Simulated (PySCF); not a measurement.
This PySCF input asks for the NMR shieldings of `C[C@H](F)CB[SiH2]F`, C₃H₉BF₂Si; the geometry comes from GFN2-xTB.

```python
import basis_set_exchange as bse
import numpy as np
from pyscf import gto, dft
from pyscf.prop import nmr

atoms = """
C    -2.614822   -0.153966    0.229286
C    -1.294781   -0.736447   -0.253642
F    -1.069370   -1.925389    0.429718
C    -0.102107    0.190080   -0.012990
B     1.305607   -0.332514   -0.486012
Si    2.921235    0.617974    0.068820
F     2.485723    1.931234    0.927932
H    -2.854514    0.742053   -0.336346
H    -2.547313    0.097717    1.285415
H    -3.413871   -0.879594    0.097032
H    -1.360621   -1.021318   -1.312114
H    -0.081076    0.447549    1.051336
H    -0.304245    1.138621   -0.522894
H     1.351882   -1.271820   -1.185994
H     3.831768   -0.056806    0.997670
H     3.738906    1.221569   -0.988628
"""
names = dict.fromkeys(["C", "F", "B", "Si", "H"], "pcSseg-1")
basis = {el: gto.basis.parse(bse.get_basis(n, elements=[el], fmt="nwchem")) for el, n in names.items()}
mol = gto.M(atom=atoms, basis=basis, charge=0, verbose=0)
mf = dft.RKS(mol, xc="PBE0")
mf.grids.level = 2
mf.grids.alignment = dft.numint.BLKSIZE   # the property module wants whole blocks of grid points
mf.conv_tol = 1e-9
mf.kernel()

calc = nmr.RKS(mf)   # GIAO
C = mf.mo_coeff
Co = C[:, mf.mo_occ > 0]
resp = mf.gen_response(singlet=True, hermi=2)
def vind(x):   # induced exchange potential for any number of trial vectors
    d = np.einsum("pi,xij,qj->xpq", C, 2 * x.reshape(-1, C.shape[1], Co.shape[1]), Co, optimize=True)
    return np.einsum("xpq,pi,qj->xij", resp(d - d.transpose(0, 2, 1)), C, Co, optimize=True).ravel()
mo1, _ = nmr.rhf.solve_mo1(calc, with_cphf=vind)
sigma = calc.kernel(mo1)
for i, s in enumerate(sigma):   # ppm
    w = np.linalg.eigvalsh((s + s.T) / 2)
    print("%2d %-2s iso %8.1f  s11 %8.1f  s22 %8.1f  s33 %8.1f" % (i, mol.atom_pure_symbol(i), w.mean(), *w))
```

Task: What does it print?

Result: 
```
 0 C  iso    161.0  s11    145.2  s22    152.2  s33    185.6
 1 C  iso     92.2  s11     61.1  s22     78.6  s33    137.0
 2 F  iso    370.8  s11    334.2  s22    374.9  s33    403.4
 3 C  iso    136.8  s11     93.6  s22    151.3  s33    165.4
 4 B  iso    -15.2  s11   -113.7  s22    -59.6  s33    127.8
 5 Si iso    345.8  s11    236.4  s22    333.7  s33    467.3
 6 F  iso    436.6  s11    399.8  s22    452.0  s33    458.0
 7 H  iso     30.6  s11     27.0  s22     28.6  s33     36.3
 8 H  iso     30.2  s11     27.0  s22     29.0  s33     34.7
 9 H  iso     29.9  s11     25.9  s22     27.6  s33     36.2
10 H  iso     26.5  s11     23.8  s22     26.2  s33     29.3
11 H  iso     28.6  s11     24.4  s22     28.4  s33     33.0
12 H  iso     30.0  s11     24.9  s22     30.3  s33     34.8
13 H  iso     21.5  s11      9.9  s22     26.5  s33     28.1
14 H  iso     26.0  s11     22.7  s22     24.9  s33     30.3
15 H  iso     26.0  s11     22.5  s22     25.0  s33     30.5
```

These numbers come from an equivalent density-fitted implementation of the same equations, which agrees with the script to about 0.01 ppm for H and up to a few tenths of a ppm for heavy atoms, so last digits may differ.

Size and cost of the density-fitted run: 171 basis functions, 30 s wall time on 1 thread of an Arm Neoverse V1, shared host; peak memory 0.76 GiB.
